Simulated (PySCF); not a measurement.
# Predicted spectroscopic data

- coordinates at the GFN2-xTB level
- shielding tensors at PBE0/pcSseg-1 (GIAO)
- run in PySCF
- non-relativistic, single conformer, in vacuum, averaged over atoms made equivalent by symmetry, fast rotation or ring inversion

Referencing at the same level of theory: 1H and 13C vs TMS. Splittings of carbon signals by F and P are missing where no couplings were computed. Where no couplings were computed, multiplicities follow the n + 1 count of equivalent neighbours, and m marks all less simple cases (inequivalent or close neighbours, rings, F or P nearby). Shifts are as computed. Against solution values, carbons near 30 ppm lie about +3 ppm off and those near 130 ppm about +5 ppm. Of 1211 compounds with measured shifts, 218 miss one by over three times the rms of a fit or turn the order of signals round; such compounds aren't used in these exercises.

Compound 1 (C₇H₁₅P). 1H NMR (600 MHz, computed): δ 1.74 (m, 4H), 1.47 (m, 4H), 1.41 (m, 2H), 1.37 (m, 2H), 1.14 (m, 3H). 13C{1H} NMR (computed): δ 33.3, 32.7, 31.9, 28.6, 12.2. Structure: `InChI=1S/C7H15P/c1-2-8-6-4-3-5-7-8/h2-7H2,1H3`.

Compound 2 (C₈H₅N₃). 1H NMR (600 MHz, computed): δ 8.30 (m, 1H), 8.01 (d, 1H), 7.50 (m, 1H), 7.37 (m, 1H), 3.62 (s, 1H). 13C{1H} NMR (computed): δ 141.0, 130.5, 128.2, 127.2, 124.3, 123.4, 100.8, 80.2. Structure: SMILES C(#C)C1=CC=CC2=CN=NN12.
